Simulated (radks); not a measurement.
Fractional charge and spin in the 4s shell of arsenic: the spin-up occupation runs from 0 to 1 and the spin-down occupation from 0 to 1; the fullest corner is As2+, [Ar] 3d10 4p(up 0.5, down 0.5) 4s(up 1, down 1). All-electron calculation, non-relativistic Kohn-Sham, r2SCAN, spin-polarised, spherical densities, point nucleus; meta-GGA in the generalised Kohn-Sham scheme. Program: a radial shooting solver on a logarithmic mesh with Libxc functionals. Energy (eV) above the fullest corner. The planes named below are the two flat planes that join the four corners, with an edge along up + down = one added electron.

\begin{tabular}{lrrr}
down \ up & 0 & 0.5 & 1 \\ \hline
0 & 89.379 & 62.533 & 38.255 \\
0.5 & 62.533 & 38.969 & 17.914 \\
1 & 38.255 & 17.914 & 0.000 \\
\end{tabular}

Corners above the fullest one (they belong to As3+ and the next ion): (up 1, down 0) 38.255 eV, (up 0, down 1) 38.255 eV, (up 0, down 0) 89.379 eV. With half an added electron in each spin the energy lies 0.714 eV from the planes, and with half an added electron in spin up alone -1.284 eV. The planes are only a guide here: the flat-plane condition holds for ground states with one frontier orbital, while this shell lies below other occupied shells, so the corners above the fullest one are inner-hole states and not the ground states of those ions.
